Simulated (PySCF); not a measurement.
Vertical excitations of a molecule C2H10Si2 from TDA-ωB97X/def2-SVPD (PySCF 2.14.0), as energy in eV (oscillator strength): 7.34 (0.043), 7.35 (0.044), 7.88 (0.002), 8.33 (0.604), 8.34 (0.000), 8.57 (0.069), 8.69 (0.020), 8.74 (0.104), 8.75 (0.113), 8.83 (0.183). Lowest triplet (TDA): 6.41 eV. Geometry optimised at r2SCAN-D4/def2-SVP. Other conformers were not sampled.

Pick the molecule that these values belong to.
A. C[SiH](C)[SiH3]
B. CC[SiH2][SiH3]
C. CC([SiH3])[SiH3]
D. C[SiH2][SiH2]C

A, C[SiH](C)[SiH3]
